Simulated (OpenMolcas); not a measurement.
Co3+ with 6 ligands (bromide) in octahedral coordination (Oh) at 2.52 Å. A charge of +0.5 e stands 2.6 Å behind each ligand. Ligand basis ANO-RCC-VDZP.
```
Co    0.0000    0.0000    0.0000
Br    2.5200    0.0000    0.0000
Br    0.0000    2.5200    0.0000
Br   -2.5200    0.0000    0.0000
Br    0.0000   -2.5200    0.0000
Br    0.0000    0.0000    2.5200
Br    0.0000    0.0000   -2.5200
```

```json
{"Program": "OpenMolcas", "Method": "CASSCF", "Basis": "ANO-RCC-VDZP [5s4p2d1f]", "Scalar Hamiltonian": "DKH2, point nucleus", "Active space": "6 electrons in 5 orbitals (3d)", "State averaging": "2S+1 = 5 even, 5 roots; 2S+1 = 3 even, 45 roots; 2S+1 = 1 even, 50 roots", "Spin-orbit coupling": "state interaction with AMFI integrals over the reference wave functions"}
```

(1) What is the spin-free ground state (labels of O, the rotations of Oh)?

(2) Where is the first state of the same spin?

(3) What are the lowest two levels with spin-orbit coupling?

(4) What is χT at 300 K, and how does it compare with the textbook value?

Answers

(1) 5T2, 3-fold in its orbital part; it has the highest spin that d6 allows.

(2) 5E at 6750 cm-1 above the ground state.

(3) A 3-fold level T2, then a 2-fold level E 285.2 cm-1 above it. Their leading multiplicities are 5 (100 %) and 5 (100 %).

(4) The lowest level has 2S+1 = 5, for which the spin-only value is χT = S(S+1) / 2 = 3.000 cm3 K/mol (g = 2). The computed 4.219 at 300 K differs by +1.219, through orbital momentum, spin-orbit coupling and any other state in reach. With a threefold ground state the orbital momentum is unquenched, so the spin-only value is not expected to hold.

An orbital triplet at a regular site is open to Jahn-Teller coupling, which can distort the site and quench the lowest spin-orbit gaps and is left out. Without dynamic correlation the repulsion within the d shell is too large (B by tens of per cent), so at a given field states of lower spin stand too high. CASSCF with metal d orbitals alone favours high spin, so a ground state of lower spin is not ruled out. The least metal-like active orbital is 85 % on the metal (Löwdin) and no ligand orbital is active, so the numbers are rough. Ligand-to-metal charge-transfer states are missing. This ion would oxidise such ligands; the complex is a model and need not exist. With no ligand orbital active B as a rule stays too high, so bands that hang on it stand too high and its fall with covalency is understated. With metal d orbitals alone and no dynamic correlation the field as a rule comes out too small, by tens of per cent, by up to half for chloride and softer ligands, and with too little covalency χT stands high. No measured value stands beside these numbers; the geometry is a model, was not optimised and need not be the one that this ion takes.
